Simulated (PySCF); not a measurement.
Fractional electron number in Sc (scandium, neutral)

The 4s beta orbital of [Ar] 3d1 4s2 is emptied in steps (occupation f), with all orbitals relaxed, ending at [Ar] 3d1 4s1. Calculation: PySCF 2.14, in aug-cc-pVTZ-DK; scalar relativity by spin-free X2C-1e. The exact energy is a straight line in f; departures are measured from the line between the end points of the same method.

| f | UHF (eV) | LDA (eV) | PBE (eV) |
| --- | --- | --- | --- |
| 1 | 0.000 | 0.000 | 0.000 |
| 0.75 | 0.035 | -0.494 | -0.496 |
| 0.5 | 0.044 | -0.681 | -0.686 |
| 0.25 | 0.030 | -0.546 | -0.560 |
| 0 | 0.000 | 0.000 | 0.000 |

```csv
method,E(f=0) − E(f=1) (eV),−ε at f=1 (eV),−ε at f=0.5 (eV)
UHF,5.390,5.596,5.377
LDA,6.685,4.104,6.567
PBE,6.533,3.957,6.402
```

Orbital energy along the path (eV):

```csv
f,UHF,LDA,PBE
1,-5.596,-4.104,-3.957
0.75,-5.472,-5.318,-5.152
0.5,-5.377,-6.567,-6.402
0.25,-5.301,-7.911,-7.663
0,-5.237,-10.010,-9.699
```

Reference removal energy between the ground levels: 6.561 eV (measured; NIST Atomic Spectra Database, ionization energies). The calculation has no spin-orbit coupling. UHF lacks correlation.
